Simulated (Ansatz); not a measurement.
`F[CH]1[CH2][GeH2]1` + `N/C(O)=C\F` → `F[C@H]1[CH2][Ge@@H]1[F]` + `C=C(N)O`  (formal exchange of groups at a Ge–H bond)

Gas-phase electronic energies from Ansatz, PBE0-D4/def2-TZVP geometries. CCSD(T)/CBS is the MP2 limit (def2-TZVPP, def2-QZVPP) plus CCSD(T) − MP2 in def2-TZVPP, frozen cores. Functionals use def2-TZVPP. B3LYP here is the variant with VWN-RPA as its local correlation; programs differ in this. For Ge outer-core shells are correlated without core-valence functions, which leaves a few kJ/mol of doubt a bond. Scalar relativity is left out up to krypton. Each species was taken in one conformer, which may not be the lowest.

`F[CH]1[CH2][GeH2]1`:

```xyz
9

F     1.613    1.207    0.446
C     0.772    0.458   -0.331
C    -0.703    0.660   -0.103
Ge   -0.109   -1.153    0.340
H     1.106    0.452   -1.365
H    -0.941    1.251    0.776
H    -1.328    0.887   -0.961
H    -0.375   -2.298   -0.628
H    -0.035   -1.464    1.826
```

`N/C(O)=C\F`:

Z-matrix (Å, degrees):
```
N
C 1 1.389
H 1 1.010 2 112.4
H 1 1.012 2 112.7 3 -125.8
O 2 1.357 1 114.9 3 -177.3
C 2 1.329 1 125.4 3 1.3
H 5 0.965 2 107.3 1 38.8
F 6 1.353 2 119.6 1 8.8
H 6 1.079 2 125.2 1 -171.1
```

`F[C@H]1[CH2][Ge@@H]1[F]`:

Cartesian coordinates in Å:
```
F 1.833 -0.936 0.530
C 0.960 -0.124 -0.134
C -0.385 -0.738 -0.528
Ge -0.555 0.785 0.653
F -0.945 2.318 -0.065
H 1.463 0.420 -0.931
H -0.605 -1.666 -0.004
H -0.646 -0.772 -1.581
H -1.121 0.712 2.061
```

`C=C(N)O`:

```xyz
9

C     1.090    0.384   -0.323
C    -0.171    0.097    0.021
N    -0.573   -0.897    0.883
O    -1.254    0.794   -0.402
H     1.912   -0.222    0.027
H     1.316    1.250   -0.930
H    -1.484   -1.276    0.674
H     0.120   -1.603    1.063
H    -0.956    1.472   -1.013
```

```csv
level,ΔE (kJ/mol),difference from CCSD(T)/CBS
PBE-D4,-126.0,9.5
PBE0-D4,-129.7,5.8
B3LYP-D4,-133.1,2.4
ωB97X-V,-135.1,0.4
PBE,-126.1,9.4
r2SCAN,-136.2,-0.7
PBE0,-129.7,5.8
B3LYP,-133.2,2.3
HF/def2-TZVPP,-146.9,-11.4
SCS-MP2/def2-TZVPP,-143.9,-8.4
CCSD(T)/def2-TZVPP,-134.9,0.6
HF/def2-QZVPP,-148.9,-13.4
MP2/def2-QZVPP,-146.9,-11.4
SCS-MP2/def2-QZVPP,-145.5,-10.0
HF/CBS(def2),-149.2,-13.7
MP2/CBS(def2),-146.4,-10.9
CCSD(T)/CBS,-135.5,0
```

Largest T1 diagnostic among the species: 0.012.

From PBE to PBE0 (25 % exact exchange), in def2-TZVPP and without D4, ΔE moves by −3.6 kJ/mol.

CCSD(T)/CBS has its own doubt, a few kJ/mol and more with outer-core shells, so smaller differences from it don't rank the levels.
